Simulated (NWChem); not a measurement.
System: CAuO cation; SMILES [O+]#[C-]->[Au+]

NWChem input:

```
start job
memory heap 200 mb stack 900 mb global 1100 mb
charge 1
geometry units angstroms noautoz
  Au    -0.273504    -0.213409    -0.225694
  O      1.736817     1.354378     1.433197
  C      0.986770     0.769450     0.814268
end
basis spherical
  * library def2-svp
end
ecp
  Au library def2-ecp
end
dft
  xc r2scan
  iterations 150
  mulliken
end
task dft gradient
```

NWChem printed, in part:

```
             Northwest Computational Chemistry Package (NWChem) 7.3.0
             --------------------------------------------------------

 ORDER OF PRIMARY AXIS IS BEING SET TO 4
 C4V symmetry detected

                             Geometry "geometry" -> ""
                             -------------------------

 Output coordinates in angstroms (scale by  1.889725989 to convert to a.u.)

  No.       Tag          Charge          X              Y              Z
 ---- ---------------- ---------- -------------- -------------- --------------
    1 Au                  79.0000     0.00000000     0.00000000    -0.38466039
    2 O                    8.0000     0.00000000     0.00000000     2.65692899
    3 C                    6.0000     0.00000000     0.00000000     1.52212312

 Effective nuclear repulsion energy (a.u.)     263.8849514304

      Symmetry information
      --------------------

 Group name             C4v
 Group number             18
 Group order               8
 No. of unique centers     3

                                 NWChem DFT Module
                                 -----------------

 Summary of "ao basis" -> "ao basis" (spherical)
 ------------------------------------------------------------------------------
       Tag                 Description            Shells   Functions and Types
 ---------------- ------------------------------  ------  ---------------------
 Au                         def2-svp                12       32   6s3p2d1f
 O                          def2-svp                 6       14   3s2p1d
 C                          def2-svp                 6       14   3s2p1d

      Symmetry analysis of basis
      --------------------------

        a1         24
        a2          0
        b1          5
        b2          5
        e          26

            General Information
            -------------------
          SCF calculation type: DFT
          Wavefunction type:  closed shell.
          No. of atoms     :     3
          No. of electrons :    32
           Alpha electrons :    16
            Beta electrons :    16
          Charge           :     1
          Spin multiplicity:     1
          Use of symmetry is: on ; symmetry adaption is: on
          Maximum number of iterations: 150
          AO basis - number of functions:    60
                     number of shells:    24
          Convergence on energy requested:  1.00D-06
          Convergence on density requested:  1.00D-05
          Convergence on gradient requested:  5.00D-04

              XC Information
              --------------
                      r^2SCAN Method XC Functional
               r^2SCAN metaGGA Exchange Functional  1.000
                     r^2SCAN Correlation Potential  1.000

             Grid Information
             ----------------
          Grid used for XC integration:  medium
          Radial quadrature: Mura-Knowles
          Angular quadrature: Lebedev.
          Tag              B.-S. Rad. Rad. Pts. Rad. Cut. Ang. Pts.
          ---              ---------- --------- --------- ---------
          Au                  1.35      123           8.0       590
          O                   0.60       49          10.0       434
          C                   0.70       49           8.0       434
          Grid pruning is: on
          Number of quadrature shells:   221
          Spatial weights used:  Erf1

      Superposition of Atomic Density Guess
      -------------------------------------

 Sum of atomic energies:        -264.76005704

 Renormalizing density from      33.00 to     32

      Non-variational initial energy
      ------------------------------

 Total energy =    -244.295887
 1-e energy   =    -533.600739
 2-e energy   =     208.839006
 HOMO         =      -0.798690
 LUMO         =      -0.423222

      Symmetry analysis of molecular orbitals - initial
      -------------------------------------------------

 !! scf_movecs_sym_adapt:   10 vectors were symmetry contaminated

  Symmetry fudging

 !! scf_movecs_sym_adapt:    8 vectors were symmetry contaminated

  Numbering of irreducible representations:

     1 a1          2 a2          3 b1          4 b2          5 e

  Orbital symmetries:

     1 a1          2 a1          3 a1          4 a1          5 e
     6 e           7 a1          8 a1          9 a1         10 e
    11 e          12 b2         13 b1         14 e          15 e
    16 a1         17 a1         18 e          19 e          20 e
    21 e          22 a1         23 a1         24 a1         25 b2
    26 b1

     ---------------------------------------------
      Total Density - Mulliken Population Analysis
     ---------------------------------------------

    Atom       Charge   Shell Charges
 -----------   ------   -------------------------------------------------------
    1 Au  19    18.51   0.07 -0.48  1.84  0.60  0.56  0.10  5.65  0.38  0.01  9.11  0.67  0.01
    2 O    8     8.33   1.99  1.20  0.58  3.08  1.45  0.02
    3 C    6     5.15   1.99  1.01  0.37  1.28  0.42  0.08

   convergence    iter        energy       DeltaE   RMS-Dens  Diis-err
 ---------------- ----- ----------------- --------- --------- ---------
 d= 0,ls=0.0,diis     1   -248.4523818210 -3.29D+02  3.66D-02  1.69D+00
 d= 0,ls=0.0,diis     2   -247.5904816455  8.62D-01  2.53D-02  1.02D+01
 d= 0,ls=0.0,diis     3   -248.6510982295 -1.06D+00  4.87D-03  1.01D-01
 d= 0,ls=0.0,diis     4   -248.6539196395 -2.82D-03  2.94D-03  6.53D-02
 d= 0,ls=0.0,diis     5   -248.6592952306 -5.38D-03  1.28D-03  1.18D-02
  Resetting Diis
 d= 0,ls=0.0,diis     6   -248.6607312483 -1.44D-03  8.44D-05  2.20D-05
 d= 0,ls=0.0,diis     7   -248.6607332392 -1.99D-06  5.53D-05  2.50D-06
 d= 0,ls=0.0,diis     8   -248.6607322844  9.55D-07  3.07D-05  1.22D-05
 d= 0,ls=0.0,diis     9   -248.6607334886 -1.20D-06  1.07D-05  7.61D-07
 d= 0,ls=0.0,diis    10   -248.6607335629 -7.43D-08  2.40D-06  3.90D-08

         Total DFT energy =     -248.660733562878
      One electron energy =     -543.092984220352
           Coulomb energy =      240.428298495636
    Exchange-Corr. energy =      -26.461894734856
 Nuclear repulsion energy =       80.465846896695

 Numeric. integr. density =       32.000002501281

                  Occupations of the irreducible representations
                  ----------------------------------------------

                     irrep           alpha         beta
                     --------     --------     --------
                     a1                8.0          8.0
                     a2                0.0          0.0
                     b1                1.0          1.0
                     b2                1.0          1.0
                     e                 6.0          6.0

                       DFT Final Molecular Orbital Analysis
                       ------------------------------------

 Vector   14  Occ=2.000000D+00  E=-5.637721D-01  Symmetry=b1
              MO Center=  7.1D-16, -6.4D-16, -3.9D-01, r^2= 8.2D-01
   Bfn.  Coefficient  Atom+Function         Bfn.  Coefficient  Atom+Function
  ----- ------------  ---------------      ----- ------------  ---------------
    20      0.895277  1 Au d  2              25      0.200740  1 Au d  2

 Vector   15  Occ=2.000000D+00  E=-5.637719D-01  Symmetry=b2
              MO Center= -4.1D-16,  4.0D-15, -3.9D-01, r^2= 8.2D-01
   Bfn.  Coefficient  Atom+Function         Bfn.  Coefficient  Atom+Function
  ----- ------------  ---------------      ----- ------------  ---------------
    16      0.895277  1 Au d -2              21      0.200741  1 Au d -2

 Vector   16  Occ=2.000000D+00  E=-5.380259D-01  Symmetry=a1
              MO Center= -3.6D-14,  1.1D-13, -1.4D-01, r^2= 1.5D+00
   Bfn.  Coefficient  Atom+Function         Bfn.  Coefficient  Atom+Function
  ----- ------------  ---------------      ----- ------------  ---------------
    18      0.725777  1 Au d  0               5     -0.411905  1 Au s
     3      0.339375  1 Au s                 49     -0.230277  3 C  s
     2     -0.212948  1 Au s                 23      0.169402  1 Au d  0
    52      0.138959  3 C  pz                55      0.116506  3 C  pz
    48     -0.114915  3 C  s                 38     -0.111251  2 O  pz

 Vector   17  Occ=0.000000D+00  E=-3.786684D-01  Symmetry=a1
              MO Center=  1.2D-14, -5.0D-14, -7.5D-01, r^2= 2.6D+00
   Bfn.  Coefficient  Atom+Function         Bfn.  Coefficient  Atom+Function
  ----- ------------  ---------------      ----- ------------  ---------------
     5      1.040038  1 Au s                 49     -0.521401  3 C  s
     3     -0.466242  1 Au s                  6      0.304999  1 Au s
     2      0.300878  1 Au s                 55      0.302256  3 C  pz
    18      0.276074  1 Au d  0              48     -0.241627  3 C  s
     9      0.208465  1 Au pz                 4     -0.202927  1 Au s

 Vector   18  Occ=0.000000D+00  E=-3.243699D-01  Symmetry=e
              MO Center= -3.2D-15, -3.2D-15,  1.4D+00, r^2= 2.3D+00
   Bfn.  Coefficient  Atom+Function         Bfn.  Coefficient  Atom+Function
  ----- ------------  ---------------      ----- ------------  ---------------
    50      0.386696  3 C  px                51      0.387936  3 C  py
    53      0.318872  3 C  px                54      0.319895  3 C  py
    36     -0.291288  2 O  px                37     -0.292221  2 O  py
    39     -0.270032  2 O  px                40     -0.270897  2 O  py
    17     -0.194463  1 Au d -1              19      0.193841  1 Au d  1

[...]

                         DFT ENERGY GRADIENTS

    atom               coordinates                        gradient
                 x          y          z           x          y          z
   1 Au      0.000000   0.000000  -0.726903    0.000000   0.000000  -0.002866
   2 O       0.000000   0.000000   5.020868    0.000000   0.000000   0.023244
   3 C       0.000000   0.000000   2.876396    0.000000   0.000000  -0.020378
```

Level: r2SCAN/def2-SVP with def2 effective core potentials on Au. Structure relaxed at the PBE-D3(BJ)/def2-SVP level. The spin multiplicity was typed, not searched, and may not be the lowest. def2 effective core potentials on Au; no spin-orbit coupling.
